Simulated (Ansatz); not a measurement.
Isolated molecules relaxed with PBE0-D4/def2-TZVP in Ansatz; ΔE leaves out vibrations. CBS: MP2 limit from def2 TZ/QZ plus the TZ coupled-cluster correction, frozen cores. This one scheme is used for every species. Functionals use def2-TZVPP. Elements past krypton have def2 core potentials. For Nb outer-core shells are correlated without core-valence functions, which leaves a few kJ/mol of doubt a bond. One conformer a species, not always the lowest.

Consider the ligand exchange at the Nb–N bond: `C[N](C)[Nb](=[NH])([OH])[F]` + CH₃OH → `C[O][Nb](=[NH])([OH])[F]` + `CNC`.

| level | ΔE (kJ/mol) |
| --- | --- |
| PBE-D4 | -44.0 |
| BLYP-D4 | -47.6 |

(1) What does CCSD(T)/CBS give? (Best estimate.)

Largest T1 diagnostic among the species: 0.020.

Results:

(1) Ansatz gave: -37.2 kJ/mol. The listed levels differ from it by -6.8, -10.4 kJ/mol.

At CCSD(T), def2-SVP lies −6.6 kJ/mol from the extrapolated value and def2-TZVPP −1.0 kJ/mol. The D4 term adds +5.9 kJ/mol with B3LYP and +3.6 kJ/mol with PBE0; it sums over pairs of atoms, weighted by their polarisabilities, and B3LYP, whose exchange is more repulsive, gets the larger term. In def2-TZVPP, CCSD(T) changes the Hartree–Fock value by +25.9 kJ/mol (the triples alone add +4.1 kJ/mol) and MP2 by +31.3 kJ/mol.

B3LYP here is the variant with VWN-RPA as its local correlation; programs differ in this.
